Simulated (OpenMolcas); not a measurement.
A run on Os5+ among 6 point charges of -0.85 e arranged as a tetragonal octahedron (D4h), 2.17 Å from the ion, with the axial distance 2.344 Å.
```
   2.1700    0.0000    0.0000  -0.85
   0.0000    2.1700    0.0000  -0.85
  -2.1700    0.0000    0.0000  -0.85
   0.0000   -2.1700    0.0000  -0.85
   0.0000    0.0000    2.3436  -0.85
   0.0000    0.0000   -2.3436  -0.85
```

```
Program             : OpenMolcas 26.06
Method              : CASSCF
Basis               : ANO-RCC-VDZP [7s6p4d2f1g]
Scalar Hamiltonian  : DKH2, point nucleus
Active space        : 3 electrons in 5 orbitals (5d)
State averaging     : 2S+1 = 4 even, 10 roots; 2S+1 = 2 even, 40 roots
Spin-orbit coupling : state interaction with AMFI integrals over the reference wave functions
```

68 basis functions. Blocks (2S+1, parity, CSFs, roots kept): 4, even, 10, 10; 2, even, 40, 40.

Problem. How long do the RASSCF and RASSI steps take on 1 thread of Arm Neoverse V2, with other jobs on the host?

Solution. About 9.6 s of wall time, without the integral step.
